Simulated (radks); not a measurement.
Values are calculated unless marked as measured or tabulated.
Species: the dysprosium ion Dy10+. Configuration: [Kr] 4d10 4f8 5s2 (the NIST ground configuration). Level of theory: non-relativistic Kohn-Sham, TPSS, spin-polarised, spherical densities, point nucleus; open shells are filled with parallel spins first (spin-orbit coupling, left out, can overturn this in heavy ions); meta-GGA in the generalised Kohn-Sham scheme; relativity is left out, which matters for an element this heavy (a radial shooting solver on a logarithmic mesh with Libxc functionals). Some entries of the table are withheld. Estimate them.

orbital,occ.,eigenvalue (eV),<r^2> (bohr^2)
1s down,1,-50410.50,0.0007052
1s up,1,-50410.49,0.0007052
2s up,1,-8219.315,0.01118
2s down,1,-8219.280,0.01117
2p up,3,-7837.884,0.008306
2p down,3,-7837.866,0.008305
3s up,1,-1953.533,0.07179
3s down,1,-1950.504,0.07164
3p up,3,-1782.320,0.06709
3p down,3,-1779.471,0.06693
3d up,5,-1464.407,0.05333
3d down,5,-1462.195,0.05317
4s up,1,-514.7898,0.3571
4s down,1,-508.6639,0.3576
4p up,3,-446.6549,0.3745
4p down,3,-440.4600,0.3753
4d up,5,-324.7851,(1)
4d down,5,-318.4785,(2)
5s up,1,-186.5158,1.638
5s down,1,-183.1739,1.671
4f up,7,-172.2984,(3)
4f down,1,-166.0080,(4)

Answer. 
(1) 4d up <r^2> (bohr^2): 0.4170
(2) 4d down <r^2> (bohr^2): 0.4191
(3) 4f up <r^2> (bohr^2): 0.5641
(4) 4f down <r^2> (bohr^2): 0.5818
